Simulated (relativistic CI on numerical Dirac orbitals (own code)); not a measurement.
**Radial parameters of As XVII**

Method of calculation: Dirac-Coulomb-Breit CI, orbitals from a KLI potential per configuration, model QED, unscaled Slater integrals (own radial code, finite nucleus).

Slater integrals F^k, G^k are unscaled and averaged over j, outside the closed core [Ne]; ζ comes from projecting the Hamiltonian with its Breit term on Σ l·s of the shell.

- 3s2 3p5: ζ(3p) = 37793 cm⁻¹; <r>(3p) = 0.5194, <r^2>(3p) = 0.311 (bohr units).
- 3s2 3p4 3d: F^2(3p,3p) = 192140, ζ(3p) = 37738, F^2(3p,3d) = 191520, G^1(3p,3d) = 214370, G^3(3p,3d) = 140340, ζ(3d) = 3918.2 cm⁻¹; <r>(3p) = 0.5201, <r^2>(3p) = 0.3118, <r>(3d) = 0.4783, <r^2>(3d) = 0.2668 (bohr units).
- 3s 3p5 3d: G^1(3s,3p) = 247100, ζ(3p) = 37700, G^2(3s,3d) = 163160, F^2(3p,3d) = 191300, G^1(3p,3d) = 214230, G^3(3p,3d) = 140210, ζ(3d) = 3982.9 cm⁻¹; <r>(3s) = 0.5271, <r^2>(3s) = 0.3161, <r>(3p) = 0.5207, <r^2>(3p) = 0.3125, <r>(3d) = 0.479, <r^2>(3d) = 0.2676 (bohr units).

Averages of the first 10 configurations, taken without configuration mixing, which lowers the lowest level and can move excited configurations by several eV; other configurations of the list can lie among them:

```json
{"Configuration": "3s2 3p5", "Parity": "odd", "States": "6", "Average energy above the lowest level (eV)": "8.2"}
{"Configuration": "3s 3p6", "Parity": "even", "States": "2", "Average energy above the lowest level (eV)": "77.3"}
{"Configuration": "3s2 3p4 3d", "Parity": "even", "States": "150", "Average energy above the lowest level (eV)": "94.0"}
{"Configuration": "3s 3p5 3d", "Parity": "odd", "States": "120", "Average energy above the lowest level (eV)": "159.4"}
{"Configuration": "3p6 3d", "Parity": "even", "States": "10", "Average energy above the lowest level (eV)": "233.3"}
{"Configuration": "3s 3p4 3d2", "Parity": "even", "States": "1350", "Average energy above the lowest level (eV)": "244.4"}
{"Configuration": "3s2 3p4 4s", "Parity": "even", "States": "30", "Average energy above the lowest level (eV)": "305.3"}
{"Configuration": "3s2 3p3 3d 4p", "Parity": "even", "States": "1200", "Average energy above the lowest level (eV)": "413.7"}
{"Configuration": "3p6 4s", "Parity": "even", "States": "2", "Average energy above the lowest level (eV)": "446.5"}
{"Configuration": "3s2 3p4 4p", "Parity": "odd", "States": "90", "Average energy above the lowest level (eV)": "328.2"}
```
